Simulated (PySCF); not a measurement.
C₂H₂F₂, SMILES F/C=C\F.

Coordinates come from a B3LYP-D3(BJ)/def2-SVP optimisation.

Calculation: PBE/def2-TZVPD (PySCF).

Symmetry labels are those of the subgroup C2v that the program uses (full group C2v).

Computed valence orbital energies around the gap with their symmetry:
```json
[
 {"orbital": "HOMO−7", "symmetry": "A1", "energy (eV)": "-13.83"},
 {"orbital": "HOMO−6", "symmetry": "A1", "energy (eV)": "-13.45"},
 {"orbital": "HOMO−5", "symmetry": "B2", "energy (eV)": "-12.00"},
 {"orbital": "HOMO−4", "symmetry": "B1", "energy (eV)": "-11.80"},
 {"orbital": "HOMO−3", "symmetry": "A2", "energy (eV)": "-10.98"},
 {"orbital": "HOMO−2", "symmetry": "B2", "energy (eV)": "-9.73"},
 {"orbital": "HOMO−1", "symmetry": "A1", "energy (eV)": "-8.94"},
 {"orbital": "HOMO", "symmetry": "B1", "energy (eV)": "-6.31"},
 {"orbital": "LUMO", "symmetry": "A2", "energy (eV)": "-0.79"},
 {"orbital": "LUMO+1", "symmetry": "A1", "energy (eV)": "-0.51"},
 {"orbital": "LUMO+2", "symmetry": "A1", "energy (eV)": "0.39"},
 {"orbital": "LUMO+3", "symmetry": "B2", "energy (eV)": "0.75"}
]
```
